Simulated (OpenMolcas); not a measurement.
Ho: from RASSCF to RASPT2

```json
{
  "Program": "OpenMolcas",
  "Basis": "ANO-RCC-VDZP [7s6p4d2f1g]",
  "Scalar Hamiltonian": "DKH2, point nucleus",
  "Active space": "11 electrons in 12 orbitals (RAS2 4f; RAS3 5d, at most 1 electron)",
  "State averaging": "2S+1 = 4 odd, 35 roots (13 in the spin-orbit step); 2S+1 = 2 odd, 112 roots (0 in the spin-orbit step); 2S+1 = 6 even, 175 roots (112 in the spin-orbit step); 2S+1 = 4 even, 100 roots kept (CI in the orbitals of an earlier block); 2S+1 = 2 even, 75 roots kept (CI in the orbitals of an earlier block)",
  "Spin-orbit coupling": "RASSI with atomic mean-field integrals over the reference wave functions, term energies averaged over their components"
}
```

Methods on the same reference wave functions:
A. RASSCF
B. SS-RASPT2, IPEA 0.25 Eh, imaginary shift 0.1 Eh (closed shells correlated: 5s 5p 6s)

Energies in cm-1 above 4f11 6s2 4I* 15/2, the measured ground level; measured values from NIST Handbook of Basic Atomic Spectroscopic Data.

| Level | A | B | Measured |
| --- | --- | --- | --- |
| 4f10 5d 6s2 6I 17/2 [72 %] | -17291 | 11340 |  |
| 4f10 5d 6s2 6G 13/2(1) [63 %] | -16420 | 11690 |  |
| 4f10 5d 6s2 6L 21/2 | -14703 | 14180 | 11322 |
| 4f11 6s2 4I* 15/2 | 0.0 | 0.0 | 0.0 |

A puts 4f10 5d 6s2 6I 17/2 [75 %] lowest.

The lowest spin-free term lies below A's lowest term by 0.773 hartree in B.

CASPT2 breaks the degeneracy within a term, and the mean is taken; among the terms shown or strongly mixed into the levels shown the widest spread is 510 cm-1 (4f11 6s2 4I*, B). High states are left out of the spin-orbit mixing, which shifts the levels that they would mix with. Without dynamic correlation excited terms often stand tens of per cent too high (terms of higher spin than the ground term too low), and those without a measured partner can miss by more than the paired ones (holds for A). The lowest computed level is not the ground level that NIST lists (4I*15/2) (holds for A). Without dynamic correlation the f → d energies are rough (holds for A). Each CASPT2 term energy is a mean over a sample of three components (holds for B). Only configurations of the active space appear. The table leaves out levels that lie high or whose names do not pair safely across all columns.

A share in square brackets marks a mixed level and gives the weight of the term that names it, the lowest over the columns. A number in round brackets counts repeated terms of one configuration in the order of the reference energies. * marks odd parity.
